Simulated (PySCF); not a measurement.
SiFCl3, SMILES Cl[Si](F)(Cl)Cl. The structure is a stationary point at B3LYP-D3(BJ)/def2-SVP.

Computed equilibrium geometry at B3LYP-D3(BJ)/def2-SVP (PySCF confirms it by a frequency run) as a Z-matrix, and its point group:
point group C3v.
```
Si
F 1 1.6068
Cl 1 2.0378 2 108.29
Cl 1 2.0378 2 108.29 3 -120.00
Cl 1 2.0378 2 108.29 3 120.00
```
Charge 0, spin multiplicity 1.
